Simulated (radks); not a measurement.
Q: The xenon ion Xe11+ is in [Kr] 4d7. All-electron calculation, scalar-relativistic Kohn-Sham, PBE, spin-polarised, spherical densities, finite nucleus; Fermi nuclear charge, rms radius of each element as measured or else 0.836 A^(1/3) + 0.57 fm. Program: a radial shooting solver on a logarithmic mesh with Libxc functionals. Open shells are filled with parallel spins first. One electron is removed from 4s, 3d, 4p, 4d in turn, with full relaxation. Which removal costs least, and what does each cost?

A: 4d 255.59 eV; 4p 342.09 eV; 4s 400.63 eV; 3d 886.69 eV. The 4d electron leaves first.
